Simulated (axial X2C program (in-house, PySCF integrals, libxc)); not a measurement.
MoI along the bond: HF, scalar-relativistic

Computed with an in-house relativistic program for diatomic molecules. Spin-free means the one-electron spin-free X2C Hamiltonian. Basis: I dyall-cv3z [11s12p8d4f1g], Mo dyall-cv3z [11s12p9d5f3g] (cores contracted in-house); Gaussian nuclei, density fitting, unrestricted open shells. Masses: I 126.904 u, Mo 97.905 u.

State: M_S = 5/2, Λ = 0 (beyond evenly filled blocks: σα, π+α, π-α, δ+α, δ-α). Dipoles are positive if Mo is the positive end.

Results along the bond:

```json
{"R (Å)": "2.302", "μ (D)": "4.670", "HOMO (eV)": "-8.33", "LUMO (eV)": "-0.11", "⟨S²⟩": "8.789"}
{"R (Å)": "2.408", "μ (D)": "5.177", "HOMO (eV)": "-8.45", "LUMO (eV)": "-0.23", "⟨S²⟩": "8.788"}
{"R (Å)": "2.487", "μ (D)": "5.571", "HOMO (eV)": "-8.51", "LUMO (eV)": "-0.32", "⟨S²⟩": "8.789"}
{"R (Å)": "2.567", "μ (D)": "5.975", "HOMO (eV)": "-8.55", "LUMO (eV)": "-0.42", "⟨S²⟩": "8.789"}
{"R (Å)": "2.646", "μ (D)": "6.384", "HOMO (eV)": "-8.57", "LUMO (eV)": "-0.53", "⟨S²⟩": "8.791"}
{"R (Å)": "2.739", "μ (D)": "6.860", "HOMO (eV)": "-8.56", "LUMO (eV)": "-0.65", "⟨S²⟩": "8.792"}
{"R (Å)": "2.831", "μ (D)": "7.332", "HOMO (eV)": "-8.54", "LUMO (eV)": "-0.77", "⟨S²⟩": "8.795"}
{"R (Å)": "2.950", "μ (D)": "7.929", "HOMO (eV)": "-8.49", "LUMO (eV)": "-0.93", "⟨S²⟩": "8.799"}
{"R (Å)": "3.096", "μ (D)": "8.639", "HOMO (eV)": "-8.40", "LUMO (eV)": "-1.11", "⟨S²⟩": "8.805"}
```

The state is a single determinant with fixed occupations, the lowest that a limited PBE0 search found. The stretched end of a curve changes character and is left out. Spin–orbit coupling changes these values markedly for this molecule (Re by over 0.02 Å or De by over 0.25 eV), so the spin-free numbers are a model.
